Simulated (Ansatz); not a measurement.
Basis sets compared for WO₂F₂. Charge 0, multiplicity 1. Geometry PBE-D4/def2-SVP. Ansatz on 4 threads of Arm Neoverse V2 on a shared host; times are rough, and most runs start from earlier orbitals.

```xyz
5

W    -0.018    0.001    0.010
O     1.376    0.966    0.265
O     0.396   -1.080   -1.256
F    -1.409    1.107   -0.581
F    -0.346   -0.995    1.561
```

In the def2 sets W takes a core potential; there is no spin–orbit coupling.

```json
{"level": "PBE-D4/def2-SVP", "functions": "88", "energy (Eh)": "-416.8994", "HOMO (eV)": "-8.04", "LUMO (eV)": "-3.42", "wall time": "0.65 s"}
{"level": "PBE-D4/def2-TZVP", "functions": "164", "energy (Eh)": "-417.3463", "HOMO (eV)": "-8.16", "LUMO (eV)": "-3.56", "wall time": "1.1 s"}
{"level": "r2SCAN-D4/def2-TZVP", "functions": "164", "energy (Eh)": "-417.5153", "HOMO (eV)": "-8.55", "LUMO (eV)": "-3.52", "wall time": "2.2 s"}
{"level": "PBE0-D4/def2-SVP", "functions": "88", "energy (Eh)": "-416.7983", "HOMO (eV)": "-9.79", "LUMO (eV)": "-2.79", "wall time": "0.75 s"}
{"level": "PBE0-D4/def2-TZVP", "functions": "164", "energy (Eh)": "-417.2494", "HOMO (eV)": "-9.82", "LUMO (eV)": "-2.85", "wall time": "1.4 s"}
```

(1) Estimate the rows for PBE-D4/def2-TZVPD, r2SCAN-D4/def2-TZVPD, PBE0-D4/def2-TZVPD.

## Answers

(1) 
| level | functions | energy (Eh) | HOMO (eV) | LUMO (eV) | wall time |
| --- | --- | --- | --- | --- | --- |
| PBE-D4/def2-TZVPD | 203 | -417.3499 | -8.19 | -3.61 | 1.6 s |
| r2SCAN-D4/def2-TZVPD | 203 | -417.5190 | -8.55 | -3.52 | 3.2 s |
| PBE0-D4/def2-TZVPD | 203 | -417.2530 | -9.83 | -2.87 | 2.1 s |
